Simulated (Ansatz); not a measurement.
Stretching the Be1–O2 bond in BeO (multiplicity 1 held). Energies count from the point at 1.327 Å.


```json
[
 {"level": "R-HF/6-31G", "energy at R = 5.307 Å (kJ/mol)": "412.6", "minus FCI/6-31G": "-92.1", "cost": "-"},
 {"level": "U-HF/6-31G", "energy at R = 5.307 Å (kJ/mol)": "265.9", "minus FCI/6-31G": "-238.8", "cost": "-"},
 {"level": "R-MP2/6-31G", "energy at R = 5.307 Å (kJ/mol)": "650.1", "minus FCI/6-31G": "145.4", "cost": "-"},
 {"level": "U-MP2/6-31G", "energy at R = 5.307 Å (kJ/mol)": "327.8", "minus FCI/6-31G": "-176.9", "cost": "-"},
 {"level": "R-SCS-MP2/6-31G", "energy at R = 5.307 Å (kJ/mol)": "610.2", "minus FCI/6-31G": "105.5", "cost": "-"},
 {"level": "U-SCS-MP2/6-31G", "energy at R = 5.307 Å (kJ/mol)": "309.3", "minus FCI/6-31G": "-195.5", "cost": "-"},
 {"level": "FCI/6-31G", "energy at R = 5.307 Å (kJ/mol)": "504.7", "minus FCI/6-31G": "0.0", "cost": "×1"}
]
```

 Full CI is exact for the correlated electrons in its own basis alone.

The rows run from 265.9 (U-HF/6-31G) to 650.1 kJ/mol (R-MP2/6-31G).

Restricted levels (R-, RO-) in cc, def2 and unpolarised 6-31G sets keep to the state of the molecule at rest. U- levels take the lowest unrestricted solution at each point, which mixes spins at long bonds. Full CI gives the lowest state of the spin. Curves can end on different states.

Frozen-core correlation.

Doubts at one or more of the structures used: a restricted determinant that unrestricted orbitals would lower (R-HF/6-31G, R-MP2/6-31G, R-SCS-MP2/6-31G); a spin-contaminated determinant (U-HF/6-31G, U-MP2/6-31G, U-SCS-MP2/6-31G).

Programs: Ansatz (an electronic-structure program). Values without a source in brackets are computed.

Costs are rough ratios of core time to FCI/6-31G (about 18 s over the structures, on one shared machine); a dash marks a level with no comparable run of its own.
